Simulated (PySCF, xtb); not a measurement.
CH6ClNOSi. Atoms are numbered in the order given.

```xyz
11

C      1.6902    -0.8557    -0.5117
Si     0.0720     0.0353    -0.3300
N     -1.0913    -0.6745    -1.3771
O      0.1488     1.6623    -0.6434
Cl    -0.4550    -0.0392     1.6793
H      1.6044    -1.9034    -0.1847
H      2.4555    -0.3711     0.1125
H      2.0353    -0.8434    -1.5572
H     -2.0562    -0.3629    -1.3286
H     -1.0535    -1.6754    -1.5385
H      0.0487     1.8868    -1.5737
```
Charge 0, spin multiplicity 1.

The structure is a stationary point at PBE0-D3(BJ)/def2-SVP. The structure was generated by enumeration, and PubChem lists no compound with its InChIKey, so it may never have been made. One conformer was computed; it need not be the lowest.

Computed with C-PCM-B3LYP/def2-SVP in PySCF 2.14.0.

The values are the electrostatic part of the solvation free energy, E(continuum) − E(gas) at the gas-phase geometry, in a cavity of scaled van der Waals radii (PySCF's table); cavitation and dispersion terms are not included. In vacuum the orbital gap is 8.17 eV. The dipole moment in vacuum is 3.20 D.

Problem. Estimate the values in water (ε = 78.36), cyclohexanone (ε = 15.62), 1-octanol (ε = 9.86). (The exact figures need the calculation; the answer reports its results.)

Solution. 
```csv
solvent,ε,ΔG(elec) (kcal/mol),dipole (D),gap (eV)
water,78.36,-7.6,4.01,8.39
cyclohexanone,15.62,-7.1,3.96,8.38
1-octanol,9.86,-6.8,3.92,8.38
```

For comparison, GFN2-xTB/ALPB(water) (xtb, at the GFN2-xTB geometry, all terms of that model) gives -8.4 kcal/mol.
